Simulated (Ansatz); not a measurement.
The cluster Na₂Pb₃⁺, relaxed as a doublet with UKS PBE0-D4/def2-SVP in Ansatz, starting from the GFN1-xTB geometry. Force threshold 0.02 eV/Å.

In the def2 sets Pb takes a core potential; there is no spin–orbit coupling. The relaxation made no stability test and no search for a lower SCF solution. Another isomer (doublet) lies 0.44 eV lower at PBE0-D4/def2-TZVP; other spin states weren't run for this one.

Start:

```xyz
5

Na    0.440   -1.154   -1.527
Na   -1.810    0.741    0.164
Pb    1.095    0.333    1.081
Pb   -0.574   -1.999    1.504
Pb    0.849    2.079   -1.222
```

Problem. Estimate the energy that the relaxation releases and the steps that it takes.

Solution. 13.3 kcal/mol, in 10 steps; 43 s on 4 threads of Arm Neoverse V2 on a shared host. The force fell under the threshold at step 9, but the optimiser went on. No frequencies were taken in this run, so the end may be a saddle point.

Problem. Does the start keep its bonding and symmetry?

Solution. Bonds lost: Na1–Na2 (atoms count from 1). Point group C2v at the start, C2v at the end, both within 0.05 Å.

Problem. Predict the relaxed structure.

Solution. 
```
atom   x (Å)   y (Å)   z (Å)
 Na1   1.596  -1.615  -1.593
 Na2  -2.052   1.474   1.143
 Pb3   1.000   0.308   0.985
 Pb4  -0.893  -1.870   0.921
 Pb5   0.350   1.703  -1.456
```
Bond lengths (bridged metal pairs left out): 6 × Na–Pb 3.27 to 3.55 Å; 2 × Pb–Pb 2.89 Å.
